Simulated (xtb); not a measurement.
Input for xtb:
```
$ xtb mol.xyz --gfn 2 --chrg 1 --json

# file mol.xyz
13

Cl    -1.92497906    -2.50575432    -0.30252180
B     -0.90112912    -1.17278707    -0.14076158
N     -1.39356340     0.18046148    -0.26000621
B     -0.63263027     1.33969800    -0.14230920
Cl    -1.19572753     2.93161321    -0.28629955
N      0.88350606     1.15328901     0.15157545
B      1.43275997    -0.29705545     0.27243464
Cl     3.09171093    -0.46603994     0.57464606
N      0.51108002    -1.32890542     0.12245861
H     -2.38501425     0.27302681    -0.44845800
H      1.42090884     1.64934894    -0.56698538
H      1.11337995     1.66138026     1.01196390
H      0.84149005    -2.28387112     0.19944512
```

Q: Estimate the partial charges in atom order that xtb 6.7.1 with GFN2-xTB returns for this input.

A: Cl1 -0.12, B2 0.36, N3 -0.26, B4 0.36, Cl5 -0.12, N6 -0.25, B7 0.36, Cl8 -0.12, N9 -0.26, H10 0.24, H11 0.28, H12 0.28, H13 0.24

Q: Give the HOMO-LUMO gap at the level GFN2-xTB.

A: 3.79 eV

Q: Give the total energy at the level GFN2-xTB.

A: -28.000193 Ha
